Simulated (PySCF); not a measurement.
A structure optimised at B3LYP-D3(BJ)/def2-TZVP, used in a PySCF frequency run:

```
B
F 1 1.3217
F 1 1.3324 2 118.24
O 1 1.3483 2 119.47 3 180.00
H 4 0.9626 1 114.10 2 180.00
```

Task: Write its SMILES, formula and point group.

Result: OB(F)F, BF2HO, Cs

Task: What are its rotational constants (standard atomic weights)?

Result: 10.251, 10.020, 5.0673 GHz
